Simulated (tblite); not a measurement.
Input of a run (GFN2-xTB geometry optimisation, gas phase (tblite 0.8.0)), started from a force field or distance geometry:
```
{"job": {"kind": "relax", "xc": "GFN2-xTB", "basis": "xTB"}, "charge": 0, "multiplicity": 1}
C      1.920000    -0.072700     0.003200
C      0.467300    -0.210000     0.306000
F      0.191100    -1.055300     1.374900
C     -0.398700    -0.680100    -0.837400
C     -1.737800    -0.300200    -0.304200
C     -1.657000     0.731200     0.511500
C     -0.237600     1.089200     0.587100
O      0.280200     2.215000     0.834200
H      2.193200     0.840700    -0.565100
H      2.471700    -0.137200     0.973900
H      2.219300    -0.970200    -0.592600
H     -0.245500    -0.085500    -1.746200
H     -0.341600    -1.774500    -1.010000
H     -2.650400    -0.822000    -0.602200
H     -2.478700     1.239400     1.045000
```

Output (eV, eV/Å):
```
step      E/eV     max force
  0    -684.72138    4.803
  1    -684.84773    6.153
  2    -685.05159    0.960
  3    -685.08158    0.578
  4    -685.11549    0.440
  5    -685.12867    0.371
  6    -685.14148    0.246
  7    -685.14820    0.260
  8    -685.15615    0.270
  9    -685.16150    0.230
 10    -685.16833    0.261
 11    -685.17622    0.266
 12    -685.18553    0.337
 13    -685.19476    0.340
 14    -685.20395    0.295
 15    -685.21421    0.338
 16    -685.22627    0.443
 17    -685.23892    0.484
 18    -685.25157    0.351
 19    -685.26377    0.350
 20    -685.27723    0.343
 21    -685.29074    0.271
 22    -685.30208    0.261
 23    -685.31046    0.290
 24    -685.31701    0.285
 25    -685.31279    1.320
 26    -685.32808    0.236
 27    -685.33323    0.181
 28    -685.34593    0.259
 29    -685.34974    0.311
 30    -685.35960    0.333
 31    -685.36461    0.203
 32    -685.36903    0.168
 33    -685.37273    0.232
 34    -685.37435    0.209
 35    -685.37858    0.309
 36    -685.38068    0.181
 37    -685.38294    0.100
 38    -685.38407    0.155
 39    -685.38597    0.160
 40    -685.38690    0.073
 41    -685.38739    0.058
 42    -685.38772    0.063
 43    -685.38810    0.101
 44    -685.38845    0.077
 45    -685.38873    0.065
 46    -685.38893    0.049
 47    -685.38913    0.038
 48    -685.38932    0.033
 49    -685.38950    0.037
 50    -685.38968    0.040
 51    -685.38985    0.040
 52    -685.39000    0.034
 53    -685.39011    0.027
 54    -685.39021    0.027
 55    -685.39029    0.026
 56    -685.39036    0.018
 57    -685.39040    0.013
 58    -685.39041    0.009
```

**Question.** Summarise the run.

**Answer.** The energy falls by 15.4 kcal/mol over 58 L-BFGS steps, the largest force on an atom goes from 4.80 to 0.009 eV/Å, and the atoms move by 0.676 Å rms after alignment. The bond that changes most is C7=O8 (ketone carbonyl carbon to ketone oxygen), which shortens by 0.061 Å. Bonds longer at the end by more than 0.005 Å: 4 of 15; shorter: 8. Among the angles that change most is C4–C2–C7, from 98.1° to 104.8°. Among the dihedrals that turn most is F3–C2–C4–H12, from -179° to -119°. The energy rose by more than 1e-5 eV at step 25. The first step brought 19 % of the lowering.

**Question.** What are the final bond lengths?

**Answer.** C1–C2 1.522 Å, C2–F3 1.389 Å, C2–C4 1.535 Å, C4–C5 1.492 Å, C5=C6 1.333 Å, C6–C7 1.465 Å, C7=O8 1.202 Å, C2–C7 1.551 Å, C1–H9 1.087 Å, C1–H10 1.088 Å, C1–H11 1.088 Å, C4–H12 1.091 Å, C4–H13 1.093 Å, C5–H14 1.077 Å, C6–H15 1.075 Å. Numbering counts from 1 in the input's order; the species is `O=C1[C@@](F)(CC=C1)C`.

Its GFN2-xTB frequencies are all real (lowest 51 cm⁻¹).

All values are computed, not measured.
